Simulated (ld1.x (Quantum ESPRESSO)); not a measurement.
**Eu (Z = 63): one change to a TM potential, before and after**

Eu, norm-conserving Troullier–Martins (Kleinman–Bylander form), made with ld1.x (Quantum ESPRESSO) 7.5 (PBE, fully relativistic). Core [Kr] 4d10 5s2, reference 4f7 5p6 5d0 6s2 6p0. Waves: 6s (bound): rc 3.60 bohr; 5p (bound): rc 1.40 bohr; 4f (bound): rc 1.40 bohr; 5d (bound, empty): rc 2.95 bohr. Local part: the d channel. Core correction: none.

Open shells are filled in proportion to 2j + 1 (rel_dist='average').

Change: all radii scaled by about 1.10 (s 3.94, p 1.54, d 3.22, f 1.54 bohr).

Cutoffs: the cutoffs (Ry, on a coarse ladder) from which the occupation-weighted sum of valence levels, in a spherical-Bessel basis at the reference potential, stays within 10 and 1 mRy of its value at 400 Ry; they do not see the model core or the augmentation charge, which bear on the density cutoff. Errors are all-electron minus pseudo energies relative to the spin-unpolarised reference configuration.

What does the change do?

The potential gets softer (200 Ry and 300 Ry → 180 Ry and 260 Ry); both files keep a bound ghost (s); of the 7 tests that both files solve, the error grows in 0 and shrinks in 5 by more than 15 % and 0.3 meV (median size 14.0 → 6.3 meV). A larger radius leaves more room for a smooth pseudo-wave, so fewer plane waves are needed. That the errors move this way runs against the usual rule that smaller radii transfer better.

```csv
quantity,base,changed
"cutoff, loose",200 Ry,180 Ry
"cutoff, tight",300 Ry,260 Ry
loose cutoff by channel (10 mRy a level),"s 6 Ry, p 35 Ry, f 180 Ry","s 6 Ry, p 35 Ry, f 160 Ry"
bound ghosts,s,s
"error for 4f7 5p6 5d0 6s1 6p0, meV [ΔE 6.02 eV]",+1.2,0.0
"error for 4f7 5p6 5d0 6s0 6p0, meV [ΔE 17.26 eV]",+14,+6.3
"error for 4f6 5p6 5d0 6s0 6p0, meV [ΔE 41.59 eV]",+316,+127
"error for 4f7 5p6 5d0 6s1.5 6p0, meV [ΔE 2.40 eV]",+0.1,-0.1
"error for 4f8 5p6 5d0 6s0 6p0, meV [ΔE 7.97 eV]",-187,-190
"error for 4f7 5p6 5d0 6s1 6p1, meV [ΔE 2.49 eV]",+211,+15
"error for 4f7 5p6 5d0.5 6s1.5 6p0, meV [ΔE 1.06 eV]",-2.9,-1.5
```

Base: These tests converged, but a pseudo level misses the all-electron one widely, so the file describes the atom poorly there or has found another state: 4f6 5p6 5d0 6s0 6p0: empty 6p by 5.0 eV (a node warning on the way). A true bound ghost makes a file unfit for plane-wave use even where its test errors are small: the radial tests pick states by their node count and pass the ghost by.
